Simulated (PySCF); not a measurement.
C₅H₇BO, SMILES C=C=C1OCB1C.

The structure is a stationary point at B3LYP-D3(BJ)/def2-SVP. The structure was generated by enumeration, and PubChem lists no compound with its InChIKey, so it may never have been made.

Computed with PBE/def2-TZVP (PySCF).

Isolated molecule, no solvent.

Computed frontier levels, gap, dipole moment and polarisability:
```
Quantity                                                                                                         Value
---------------------------------------------------------------------------------------------  -----------------------
highest occupied level                                                                                        -5.34 eV
lowest empty level                                                                                            -2.48 eV
orbital gap                                                                                                    2.86 eV
dipole moment                                                                                                   1.81 D
quadrupole, principal values (traceless, Buckingham form, about the centre of nuclear charge)   -7.84, -0.55, 8.39 D·Å
mean static polarisability                                                                       85.7 bohr³ (12.69 Å³)
polarisability, principal values                                                               54.8, 70.2, 132.0 bohr³
```
